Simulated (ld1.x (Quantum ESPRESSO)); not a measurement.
# Reading a pseudo-wave (tellurium)

Columns: radius, all-electron u(r) and pseudo u(r) of the 5p shell (level -5.80 eV) of tellurium in the configuration [Kr] 4d10 5s2 5p4; BLYP, scalar-relativistic, TM scheme, ld1.x (Quantum ESPRESSO) 7.5.

| r (bohr) | all-electron | pseudo |
| --- | --- | --- |
| 0.120 | 0.0072 | -0.0030 |
| 0.240 | -0.1983 | -0.0123 |
| 0.360 | -0.0248 | -0.0279 |
| 0.480 | 0.1998 | -0.0502 |
| 0.600 | 0.3064 | -0.0798 |
| 0.720 | 0.2874 | -0.1172 |
| 0.840 | 0.1865 | -0.1626 |
| 0.960 | 0.0475 | -0.2161 |
| 1.080 | -0.0991 | -0.2769 |
| 1.200 | -0.2363 | -0.3431 |
| 1.320 | -0.3557 | -0.4118 |
| 1.440 | -0.4542 | -0.4790 |
| 1.560 | -0.5320 | -0.5405 |
| 1.680 | -0.5905 | -0.5924 |
| 1.800 | -0.6320 | -0.6321 |
| 1.920 | -0.6589 | -0.6588 |
| 2.040 | -0.6736 | -0.6736 |
| 2.160 | -0.6781 | -0.6781 |
| 2.280 | -0.6744 | -0.6744 |
| 2.400 | -0.6642 | -0.6642 |
| 2.520 | -0.6490 | -0.6490 |
| 2.640 | -0.6300 | -0.6300 |
| 2.760 | -0.6082 | -0.6082 |
| 2.880 | -0.5844 | -0.5844 |
| 3.000 | -0.5594 | -0.5594 |
| 3.120 | -0.5336 | -0.5336 |

(1) How many radial nodes do the two functions have?

(2) At about which radius was the pseudo-wave matched?

(3) Is the pseudo-wave norm-conserving?

Answers

(1) The all-electron 5p function has n − l − 1 = 3; the pseudo-wave has 0, since the states of the same l below it are removed with the core.

(2) 2.25 bohr. The columns agree to 0.0005 from 1.80 bohr on; several derivatives are matched, so the curves merge somewhat inside the radius.

(3) Yes: the TM scheme keeps the norm inside the radius equal to the all-electron one, which fixes the energy derivative of the logarithmic derivative at the level.
